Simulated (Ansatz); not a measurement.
One change: `[OH][Al]([F])[CH2]Cl` becomes `C[BH][Al]([OH])[F]`.

Ansatz, PBE0-D4/def2-TZVP geometries, multiplicity 1. Each molecule was computed in one conformer, which needn't be the lowest.

```
                                          property  `[OH][Al]([F])[CH2]Cl`
                 LUMO energy (PBE/def2-TZVPP) / eV                   -1.59
             HOMO–LUMO gap (B3LYP/def2-TZVPP) / eV                    7.04
               LUMO energy (B3LYP/def2-TZVPP) / eV                   -0.95
                 HOMO energy (PBE/def2-TZVPP) / eV                   -6.88
    size of the dipole moment (PBE/def2-TZVPP) / D                    1.25
size of the dipole moment (ωB97M-V/def2-TZVPP) / D                    1.31
```

(1) What does the change do to each property? (An estimate is asked.)

Results:

(1) The calculation gave: 
```
                                          property  `C[BH][Al]([OH])[F]`  shift
                 LUMO energy (PBE/def2-TZVPP) / eV                 -3.28  -1.69
             HOMO–LUMO gap (B3LYP/def2-TZVPP) / eV                  4.99  -2.05
               LUMO energy (B3LYP/def2-TZVPP) / eV                 -2.54  -1.59
                 HOMO energy (PBE/def2-TZVPP) / eV                 -6.50   0.38
    size of the dipole moment (PBE/def2-TZVPP) / D                  1.55   0.30
size of the dipole moment (ωB97M-V/def2-TZVPP) / D                  1.37   0.06
```

With PBE0 the HOMO rises by 0.52 eV and the LUMO falls by 1.69 eV, so the gap narrows by about 2.21 eV. PBE moves the HOMO by 0.38 eV and ωB97M-V by 0.60 eV. Dipoles are sizes alone; their direction can turn.

B3LYP here is the variant with VWN-RPA as its local correlation; programs differ in this.
